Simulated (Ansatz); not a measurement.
Isolated molecules relaxed with PBE0-D4/def2-TZVP in Ansatz; ΔE leaves out vibrations. CCSD(T)/CBS is the MP2 limit (def2-TZVPP, def2-QZVPP) plus CCSD(T) − MP2 in def2-TZVPP, frozen cores. DFT in def2-TZVPP. B3LYP here is the variant with VWN-RPA as its local correlation; programs differ in this. Each species was taken in one conformer, which may not be the lowest.

`O[SiH2]S[SiH2]Cl` + `C[SiH](O)F` → `C[SiH](F)O[SiH2]O` + `S[SiH2]Cl`  (ligand exchange at the Si–S bond)

| level | ΔE (kJ/mol) |
| --- | --- |
| PBE-D4 | -38.9 |
| r2SCAN-D4 | -51.1 |
| B3LYP-D4 | -57.0 |
| ωB97M-V | -54.3 |
| HF/def2-TZVPP | -79.5 |
| CCSD/def2-TZVPP | -63.0 |
| HF/def2-QZVPP | -81.8 |
| HF/CBS(def2) | -82.1 |

Problem. What does CCSD(T)/CBS give? (Best estimate.)

Solution. Computed: -54.8 kJ/mol. The listed levels differ from it by 15.9, 3.7, -2.2, 0.5, -24.7, -8.2, -27.0, -27.3 kJ/mol.

Largest T1 diagnostic among the species: 0.011.

In def2-TZVPP, CCSD(T) changes the Hartree–Fock value by +21.0 kJ/mol (the triples alone add +4.5 kJ/mol) and MP2 by +26.3 kJ/mol. The D4 term adds +5.3 kJ/mol with B3LYP and +2.6 kJ/mol with PBE0; it sums over pairs of atoms, weighted by their polarisabilities, and B3LYP, whose exchange is more repulsive, gets the larger term.
